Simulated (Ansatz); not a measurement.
K3⁺, relaxed as a singlet with RKS PBE/def2-TZVP in Ansatz, starting from the GFN1-xTB geometry. Force threshold 0.02 eV/Å.

The structure comes from a short search, and lower isomers may exist.

Start:

```xyz
3

K    -0.595    1.383    1.697
K    -1.530   -0.626   -1.526
K     2.124   -0.757   -0.172
```

```tsv
step	energy (eV)	largest force component (eV/Å)	SCF passes
1	-48952.5846	0.367	25
2	-48952.6244	0.303	27
3	-48952.7295	0.050	28
4 (rejected)	-48952.7260	0.060	27
5	-48952.7339	0.006	28
```

Force components are those of the run's own axes.

End:

Cartesian coordinates in Å:
```
K -0.658 1.548 1.903
K -1.730 -0.704 -1.720
K 2.388 -0.844 -0.183
```

By distances, no bond broke or formed. The bond that changes most is K2–K3, from 3.90 to 4.40 Å (atoms count from 1).

No frequencies were taken in this run, so the end may be a saddle point.

Hardware: 4 threads of Intel Xeon 6975P-C on a shared host. Wall time 3 s.
